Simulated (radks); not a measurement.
Neutral lead inside a hard spherical wall (all orbitals vanish at R), configuration held at [Hg] 6p2 and not refilled when levels cross. Method: scalar-relativistic Kohn-Sham, r2SCAN, spin-unpolarised, spherical densities, finite nucleus; meta-GGA in the generalised Kohn-Sham scheme; Fermi nuclear charge, rms radius 5.5012 fm; computed with a radial shooting solver on a logarithmic mesh with Libxc functionals. Eigenvalues in eV, with the zero of energy where the potential of the charges vanishes at infinity; a dash marks a level that is unbound or too diffuse for the functional's potential to be trusted. A positive occupied level is held by the wall or, in an anion where self-interaction has pushed it up, behind a barrier. The pressure on the wall is -dE/dV.

R (bohr),E (hartree),kinetic (hartree),e(5p),e(5d),e(6s),e(6p),"e(7s, empty)","e(6d, empty)",pressure (GPa)
free,-20878.4997,23582.917,-88.098,-21.854,-12.420,-3.530,-,-,0
15,-20878.4997,23582.917,-88.098,-21.853,-12.419,-3.529,-0.056,1.303,< 0.0001
12,-20878.4996,23582.918,-88.085,-21.840,-12.408,-3.519,0.239,1.839,0.00180
10,-20878.4989,23582.924,-88.026,-21.781,-12.359,-3.470,0.821,2.535,0.0198
8,-20878.4934,23582.960,-87.753,-21.512,-12.140,-3.226,2.488,3.981,0.235
7,-20878.4822,23583.024,-87.379,-21.146,-11.849,-2.854,4.445,5.385,0.873
4,-20877.9314,23585.580,-81.266,-15.402,-6.223,5.822,36.404,24.102,115
3.5,-20877.3283,23588.184,-77.436,-11.878,-1.700,12.524,57.126,35.841,343
3,-20875.8712,23594.246,-70.588,-5.433,7.843,26.008,94.731,57.194,1180
2,-20858.9533,23657.735,-29.661,39.304,93.398,134.52,338.41,197.48,26900
1.5,-20806.4190,23831.558,47.436,133.46,300.87,371.59,794.83,463.48,217000
